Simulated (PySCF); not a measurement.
Computed properties of Be(H)(GeH3) (BeGeH4), SMILES [GeH3][BeH]

Be(H)(GeH3) (BeGeH₄), SMILES [BeH][GeH3]. Geometry: B3LYP-D3(BJ)/def2-TZVP. Other conformers were not sampled. All values are computed for the isolated molecule unless a solvent is named; none is compared with measurement here.

**Structure.** The optimised structure has C3v symmetry. All 12 harmonic modes at B3LYP-D3(BJ)/def2-TZVP (PySCF) are real, so it is a minimum.

**Vibrations.** The strongest infrared lines (harmonic, unscaled, degenerate partners summed) lie at 2094 cm⁻¹ (357 km/mol, H 99 %), 2142 cm⁻¹ (181 km/mol, H 89 %, Be 11 %), 809 cm⁻¹ (134 km/mol, H 97 %). The softest mode is at 339 cm⁻¹ and the zero-point energy is 19.1 kcal/mol.

**Electronic structure.** r2SCAN/def2-TZVPD (PySCF) places the frontier levels at -7.04 and -1.80 eV, a gap of 5.24 eV, and gives a dipole moment of 0.49 D and a mean polarisability of 54.7 bohr³.

**Excitations.** TDA-ωB97X/def2-TZVPD (PySCF) has S1 at 5.38 eV (231 nm, f = 0.033, weak); the most intense of the 10 singlets computed lies at 7.80 eV (f = 0.25). Strengths of degenerate partners are summed. T1 (TDA) is at 4.66 eV, 0.72 eV under S1. No vertical singlet excitation falls in the visible range (under 3.1 eV).

**NMR.** GIAO shifts at PBE0/pcSseg-2 (PySCF) (non-relativistic, atoms alike by connectivity averaged): ¹H from 3.2 to 3.8 ppm against TMS.
